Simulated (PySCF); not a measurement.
**Ho⁵⁸⁺: ionisation energy**

Ho⁵⁸⁺ [He] 2s2 2p5 [2p1/2^2 2p3/2^3, M_J = 3/2] → Ho⁵⁹⁺ [He] 2s2 2p4 [2p1/2^2 2p3/2^2, M_J = 2], as a difference of total energies. All numbers are calculated (PySCF 2.14, the two-component X2C-1e Hamiltonian, in an even-tempered Gaussian basis (17 s from 40 bohr⁻², ratio 2.4; 13 p from 51 bohr⁻², ratio 2.4; 5 d from 180 bohr⁻², ratio 2.6; 4 f from 270 bohr⁻², ratio 2.6)). Correlated levels: nothing frozen; the 30 highest virtual spinors dropped. "Screened" scales the spin-orbit matrix elements by Boettger's factors to mimic the two-electron term; Breit and QED terms are absent.

```tsv
method	ionisation energy (eV)
GHF (spin-free)	13061.5
GMP2 (spin-free)	13063.1
GHF (screened spin-orbit)	12803.0
GMP2 (screened spin-orbit)	12804.6
```

For this ion Breit and QED terms and the two-electron picture change, all absent here, outweigh the correlation shift from GHF to GMP2.

The spin-free rows relax to the high-spin LS determinant and lack the spin-orbit shift.

The labels give the starting determinants; with spin-orbit coupling the two ends relaxed to ⟨J²⟩ = 3.75, ⟨L²⟩ = 2.02, ⟨S²⟩ = 0.77 and ⟨J²⟩ = 6.00, ⟨L²⟩ = 3.27, ⟨S²⟩ = 1.38.

For comparison: 12790 ± 6 eV (theoretical estimate listed by NIST; NIST Atomic Spectra Database, ionization energies).
